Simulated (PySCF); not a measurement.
## Computed spin Hamiltonian

Compound: C₆H₁₃Si (doublet state).
Atom-mapped SMILES: `[CH3:1][C@@H:2]1[CH2:3][CH:4][Si@H:5]([CH3:6])[CH2:7]1` (hydrogens: H8, H9, H10 on C1; H11 on C2; H12, H13 on C3; H14 on C4; H15 on Si5; H16, H17, H18 on C6; H19, H20 on C7)

Cartesian coordinates in Å at the GFN2-xTB level; atoms count from 1:
```xyz
20
C6H13Si angstrom
C     -2.4527   -0.9033   -0.3378
C     -1.2543   -0.2603    0.3508
C     -1.0404    1.1893   -0.1089
C      0.3319    1.6185    0.2423
Si     1.4135    0.1759    0.6461
C      3.0388    0.0512   -0.3307
C      0.0420   -1.0367    0.1125
H     -3.3607   -0.3340   -0.1467
H     -2.6011   -1.9179    0.0265
H     -2.2939   -0.9483   -1.4141
H     -1.4390   -0.2391    1.4308
H     -1.1695    1.2420   -1.2001
H     -1.7977    1.8579    0.3151
H      0.5748    2.6665    0.1823
H      1.7186    0.0243    2.0834
H      2.8773    0.0795   -1.4036
H      3.6926    0.8768   -0.0712
H      3.5641   -0.8686   -0.0954
H      0.1242   -1.2877   -0.9464
H      0.0266   -1.9755    0.6619
```

The hyperfine couplings belong to this conformer and change with its torsions.

Method: UKS B3LYP, pcH-1 on C H Si, non-relativistic, mean-field spin-orbit, GIAO in PySCF 2.14.0. Geometry: GFN2-xTB, one conformer, isolated molecule. A GFN2-xTB geometry isn't a minimum of the functional, and hyperfine couplings can be far from their values at a DFT geometry. No stability test was run, so a lower SCF solution isn't excluded.

```json
{"g1, g2, g3": "2.00222, 2.00264, 2.00302", "g_iso": "2.00263", "Form of g": "rhombic: the two nearest values differ by 48 % of g3 − g1", "⟨S²⟩": "0.7536 (exact 0.7500)", "HOMO–LUMO gap, α and β orbitals": "6.68, 5.69 eV", "Basis functions": "315"}
```

Isotropic coupling and dipolar principal values T1 to T3, in G (MHz turned into gauss with g_iso; 10 G = 1 mT):

```csv
atom,isotope,a_iso,of which spin–orbit,T1,T2,T3,Mulliken spin population
C1,13C,-0.2,0.0,-0.2,-0.1,0.2,0.00
C2,13C,2.1,0.0,-0.4,-0.4,0.8,0.01
C3,13C,-10.7,0.0,-1.0,0.4,0.6,-0.09
C4,13C,27.7,0.0,-26.5,-26.1,52.6,0.99
Si5,29Si,15.8,0.0,-0.9,-0.2,1.2,-0.02
C6,13C,7.4,0.0,-0.8,-0.7,1.4,0.02
C7,13C,-0.4,0.0,-0.4,-0.1,0.5,0.00
H8,1H,0.0,0.0,-0.4,-0.4,0.7,0.00
H9,1H,-0.2,0.0,-0.3,-0.3,0.6,0.00
H10,1H,0.4,0.0,-0.5,-0.3,0.8,0.00
H11,1H,-0.8,0.0,-1.1,-0.9,2.0,0.00
H12,1H,53.4,0.0,-2.1,-1.1,3.2,0.06
H13,1H,27.2,0.0,-1.7,-1.3,3.0,0.03
H14,1H,-19.9,0.0,-12.7,-0.2,12.9,-0.04
H15,1H,22.8,0.0,-1.2,-0.6,1.8,0.04
H16,1H,-0.5,0.0,-1.0,-0.5,1.4,0.00
H17,1H,-0.6,0.0,-0.8,-0.5,1.3,0.00
H18,1H,1.6,0.0,-0.6,-0.4,1.0,0.00
H19,1H,0.4,0.0,-0.8,-0.6,1.5,0.00
H20,1H,1.0,0.0,-0.5,-0.5,1.0,0.00
```

The Mulliken spin populations are largest on C4 (+0.99) and C3 (-0.09). No atom but C4 exceeds +0.15. The positive populations add up to 1.15 and the negative ones to -0.15, together 2S = 1. The angles at C4 add up to 359.9°, so it is planar; its axial dipolar tensor and the negative coupling of its proton fit spin in a p orbital normal to that plane.

Axes: g2 points within 5° of the C3–C4 bond.

Under fast tumbling the dipolar parts average out, and these isotropic splittings remain (the largest six): 1 × 1H (H12, I = 1/2, 2 lines) with 5.34 mT, 1 × 1H (H13, I = 1/2, 2 lines) with 2.72 mT, 1 × 1H (H15, I = 1/2, 2 lines) with 2.28 mT, 1 × 1H (H14, I = 1/2, 2 lines) with 1.99 mT, 1 × 1H (H20, I = 1/2, 2 lines) with 0.10 mT and 1 × 1H (H11, I = 1/2, 2 lines) with 0.08 mT.

The 13C coupling of C4 (77.5 MHz) shows only in satellite lines or after enrichment, since that isotope makes up about 1.07 % of natural carbon.

The 29Si coupling of Si5 (44.2 MHz) shows only in satellite lines or after enrichment, since that isotope makes up about 4.7 % of natural silicon.

The spin density at the nucleus, in bohr⁻³, is negative for Si5 (-0.0498), C3 (-0.0266) and H14 (-0.0125), for instance. A restricted open-shell determinant has no negative spin density anywhere; here it arises because α and β orbitals differ (spin polarisation).
